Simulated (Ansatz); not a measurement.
ReS₂⁺, relaxed as a triplet with UKS PBE0-D4/def2-TZVP in Ansatz, starting from the PBE0-D4/def2-TZVP geometry of the charge +1 singlet. Force threshold 0.02 eV/Å.

In the def2 sets Re takes a core potential; there is no spin–orbit coupling. The relaxation made no stability test and no search for a lower SCF solution. The structure comes from a short search, and lower isomers may exist.

Start:

```xyz
3

Re   -0.569   -0.468    0.374
S     0.705    0.857    1.233
S    -0.136   -0.389   -1.607
```

| step | energy (eV) | largest force component (eV/Å) | SCF passes |
| --- | --- | --- | --- |
| 1 | -23786.2152 | 1.051 | 21 |
| 2 (rejected) | -23786.1945 | 1.069 | 36 |
| 3 | -23786.2880 | 0.180 | 34 |
| 4 | -23786.2890 | 0.014 | 27 |

Force components are those of the run's own axes.

End:

```xyz
3

Re   -0.5351   -0.4403    0.3517
S     0.7108    0.8766    1.3204
S    -0.1757   -0.4363   -1.6721
```

By distances, no bond broke or formed. The bond that changes most is Re1–S3, from 2.03 to 2.06 Å (atoms count from 1).

No frequencies were taken in this run, so the end may be a saddle point.

Hardware: 4 threads of Arm Neoverse V2 on a shared host. Wall time 4.9 s.
